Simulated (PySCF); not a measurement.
Radial density of Sb (antimony, neutral)

B2PLYP, [Kr] 4d10 5s2 5p3, high-spin 4S determinant. All numbers are calculated (PySCF 2.14, scalar relativity by spin-free X2C-1e, in x2c-TZVPPall).

```csv
r (bohr),4πr²ρ (e/bohr),4πr²(ρα − ρβ)
0.0260,62.90,0.0123
0.0437,57.71,0.0341
0.0736,80.85,0.0362
0.124,70.77,-0.0133
0.208,64.38,0.0603
0.350,51.63,0.0098
0.589,21.94,0.1704
0.991,19.20,-0.0364
1.67,4.630,0.8111
2.80,1.850,1.1584
4.71,0.2709,0.2366
7.93,0.0008016,0.0008
```

Densities and radii are taken from the X2C orbitals without a picture-change correction, which distorts them close to the nucleus.

(1) Where is the radial spin density 4πr²(ρα − ρβ) most negative, and why is it negative at all?

## Answers

(1) Around r = 0.991 bohr, down to -0.0364 e/bohr: exchange with the open shell polarises the paired shells in an unrestricted calculation.
